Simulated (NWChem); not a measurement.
# CH4Cl2Sn; SMILES [CH3][SnH]([Cl])[Cl]

def2 effective core potentials on Sn; no spin-orbit coupling.

Give the equilibrium geometry at PBE0/def2-SVP with def2 effective core potentials on Sn (NWChem) as an XYZ file, with the point group.

point group Cs; any orientation.
```
8

Sn    -0.3156    -0.0002     0.3167
C     -2.0692    -0.0008    -0.8918
Cl     0.9655    -1.8835    -0.2665
Cl     0.9646     1.8835    -0.2671
H     -0.4529     0.0000     2.0192
H     -2.6623    -0.9002    -0.6764
H     -2.6615     0.8995    -0.6784
H     -1.7636    -0.0022    -1.9464
```
